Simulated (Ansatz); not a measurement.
C₃H₇FOSi, SMILES `C=C(F)O[SiH2]C`, charge 0, multiplicity 1.

Give a relaxed structure at PBE0-D4/def2-TZVP (the Gaussian-basis code of Ansatz). (Estimate.)

Computed: 
```xyz
13

C    -0.235    2.695   -0.531
C    -0.024    1.488   -0.037
F    -0.455    1.161    1.195
O     0.596    0.486   -0.631
Si    0.908   -1.040   -0.006
C    -0.657   -1.996    0.278
H     0.122    2.936   -1.519
H    -0.762    3.432    0.056
H     1.741   -1.654   -1.064
H     1.695   -0.905    1.246
H    -1.247   -2.061   -0.639
H    -1.267   -1.529    1.053
H    -0.416   -3.013    0.599
```
This is one stationary point; other conformers may exist.
